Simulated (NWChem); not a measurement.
All runs are NWChem calculations. System: 1,3,5-triazine (C3H3N3), charge 0, spin multiplicity 1, at a geometry optimised with B3LYP/def2-SVP. Level: CAM-B3LYP/def2-SVP.

The NWChem input:

```
start mol
memory heap 200 mb stack 900 mb global 1100 mb
geometry units angstroms nocenter noautoz
  C      0.000000     0.000000     1.296108
  N     -1.185944     0.000000     0.684696
  C     -1.122405     0.000000    -0.648061
  N      0.000000     0.000000    -1.369378
  C      1.122405     0.000000    -0.648061
  N      1.185944     0.000000     0.684696
  H      0.000000     0.000000     2.393599
  H     -2.072829     0.000000    -1.196801
  H      2.072829     0.000000    -1.196801
  symmetry group C2v
end
basis spherical
  * library def2-svp
end
dft
  xc xcamb88 1.00 lyp 0.81 vwn_5 0.19 hfexch 1.00
  cam 0.33 cam_alpha 0.19 cam_beta 0.46
  direct
  iterations 100
end
task dft energy
```

NWChem printed:

```
             Northwest Computational Chemistry Package (NWChem) 7.3.0
             --------------------------------------------------------

                                NWChem Input Module
                                -------------------

 Scaling coordinates for geometry "geometry" by  1.889725989
 (inverse scale =  0.529177249)

 Turning off AUTOSYM since
 SYMMETRY directive was detected!

                             Geometry "geometry" -> ""
                             -------------------------

 Output coordinates in angstroms (scale by  1.889725989 to convert to a.u.)

  No.       Tag          Charge          X              Y              Z
 ---- ---------------- ---------- -------------- -------------- --------------
    1 C                    6.0000     0.00000000     0.00000000     1.29610800
    2 N                    7.0000    -1.18594400     0.00000000     0.68469600
    3 C                    6.0000    -1.12240500     0.00000000    -0.64806100
    4 N                    7.0000     0.00000000     0.00000000    -1.36937800
    5 C                    6.0000     1.12240500     0.00000000    -0.64806100
    6 N                    7.0000     1.18594400     0.00000000     0.68469600
    7 H                    1.0000     0.00000000     0.00000000     2.39359900
    8 H                    1.0000    -2.07282900     0.00000000    -1.19680100
    9 H                    1.0000     2.07282900     0.00000000    -1.19680100

 Effective nuclear repulsion energy (a.u.)     211.7922099153

            Nuclear Dipole moment (a.u.)
            ----------------------------
        X                 Y               Z
 ---------------- ---------------- ----------------
    -0.0000000000     0.0000000000     0.0000207870

      Symmetry information
      --------------------

 Group name             C2v
 Group number             16
 Group order               4
 No. of unique centers     6

      Symmetry unique atoms

     1    2    3    4    7    8


 Summary of "ao basis" -> "" (spherical)
 ------------------------------------------------------------------------------
[...]
              MO Center= -4.7D-11,  1.3D-16, -5.5D-01, r^2= 3.1D+00
   Bfn.  Coefficient  Atom+Function         Bfn.  Coefficient  Atom+Function
  ----- ------------  ---------------      ----- ------------  ---------------
    48      0.452280  4 N  pz                51     -0.328460  4 N  pz
    20      0.236542  2 N  pz                76      0.236542  6 N  pz
    23     -0.173813  2 N  pz                79     -0.173813  6 N  pz
    34      0.159284  3 C  pz                62      0.159284  5 C  pz
    44      0.149675  4 N  s                 85      0.140732  7 H  s

 Vector   22  Occ=0.000000D+00  E=-1.263927D-02  Symmetry=a2
              MO Center= -1.1D-11,  4.2D-16, -1.8D-01, r^2= 2.9D+00
   Bfn.  Coefficient  Atom+Function         Bfn.  Coefficient  Atom+Function
  ----- ------------  ---------------      ----- ------------  ---------------
    36      0.416497  3 C  py                64     -0.416497  5 C  py
    33      0.373638  3 C  py                61     -0.373638  5 C  py
    22     -0.352578  2 N  py                78      0.352578  6 N  py
    19      0.300230  2 N  py                75     -0.300230  6 N  py
    10      0.035182  1 C  d -2              52     -0.028771  4 N  d -2

 Vector   23  Occ=0.000000D+00  E=-1.263162D-02  Symmetry=b2
              MO Center=  1.1D-11,  2.4D-16,  1.8D-01, r^2= 2.9D+00
   Bfn.  Coefficient  Atom+Function         Bfn.  Coefficient  Atom+Function
  ----- ------------  ---------------      ----- ------------  ---------------
     8      0.480955  1 C  py                 5      0.431457  1 C  py
    50      0.407118  4 N  py                47     -0.346652  4 N  py
    36     -0.240458  3 C  py                64     -0.240458  5 C  py
    33     -0.215693  3 C  py                61     -0.215693  5 C  py
    22     -0.203588  2 N  py                78     -0.203588  6 N  py

 Vector   24  Occ=0.000000D+00  E= 1.292380D-01  Symmetry=a1
              MO Center=  1.7D-13,  1.1D-16,  8.7D-04, r^2= 9.9D+00
   Bfn.  Coefficient  Atom+Function         Bfn.  Coefficient  Atom+Function
  ----- ------------  ---------------      ----- ------------  ---------------
    86      1.269537  7 H  s                 91      1.268954  8 H  s
    96      1.268954  9 H  s                  3     -0.792456  1 C  s
    31     -0.792077  3 C  s                 59     -0.792077  5 C  s
     9     -0.564514  1 C  pz                35      0.488662  3 C  px
    63     -0.488662  5 C  px                37      0.282074  3 C  pz

 center of mass
 --------------
 x =   0.00000000 y =   0.00000000 z =   0.00000058

 moments of inertia (a.u.)
 ------------------
         279.570040608958           0.000000000000           0.000000000000
           0.000000000000         559.131232805350           0.000000000000
           0.000000000000           0.000000000000         279.561192196391

     Multipole analysis of the density
     ---------------------------------

     L   x y z        total         alpha         beta         nuclear
     -   - - -        -----         -----         ----         -------
     0   0 0 0     -0.000000    -21.000000    -21.000000     42.000000

     1   1 0 0     -0.000000     -0.000000     -0.000000     -0.000000
     1   0 1 0     -0.000000     -0.000000     -0.000000      0.000000
     1   0 0 1     -0.000093     -0.000057     -0.000057      0.000021

     2   2 0 0    -26.086893    -90.537757    -90.537757    154.988620
     2   1 1 0     -0.000000     -0.000000     -0.000000      0.000000
     2   1 0 1      0.000000      0.000000      0.000000      0.000000
     2   0 2 0    -24.948786    -12.474393    -12.474393      0.000000
     2   0 1 1      0.000000      0.000000      0.000000      0.000000
     2   0 0 2    -26.085506    -90.539932    -90.539932    154.994359

 Task  times  cpu:       14.6s     wall:       14.6s

 Total times  cpu:       14.6s     wall:       14.6s
```
